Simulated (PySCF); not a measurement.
B(I)2(Me) (CH3BI2), SMILES CB(I)I. Atoms are numbered in the order given.

```xyz
7

B      0.0269     0.8382     0.0000
I     -0.0005    -0.2541     1.8477
I     -0.0005    -0.2541    -1.8477
C      0.0072     2.3961     0.0000
H      0.4644     2.8302    -0.9016
H     -1.0564     2.7058     0.0000
H      0.4644     2.8302     0.9016
```
Charge 0, spin multiplicity 1.

The structure is a stationary point at B3LYP-D3(BJ)/def2-SVP. The def2 effective core potentials stand for the cores of I; spin–orbit coupling is left out.

Computed with PySCF 2.14.0 with B3LYP-D3(BJ)/def2-SVP.

Frequencies are harmonic and unscaled.

Estimate the vibrational spectrum. (An estimate is asked for; the answer gives what the named calculation found.)


```tsv
mode	ν (cm⁻¹)	IR (km/mol)	moving atoms (share of kinetic energy)
1	55	0.0	H 98 %
2	122	0.0	I 90 %
3	234	0.0	C 54 %, H 31 %, I 15 %
4	329	0.8	B 64 %, H 25 %
5	359	4.3	C 38 %, B 35 %, I 16 %, H 12 %
6	635	181.2	B 69 %, H 24 %
7	790	9.4	H 63 %, C 19 %, B 18 %
8	951	181.6	H 56 %, B 26 %, C 19 %
9	1055	85.0	B 61 %, H 22 %, C 17 %
10	1318	58.4	H 71 %, C 26 %
11	1408	0.2	H 97 %
12	1433	8.1	H 94 %
13	3012	1.5	H 96 %
14	3094	3.7	H 92 %
15	3139	2.9	H 90 %, C 10 %
```
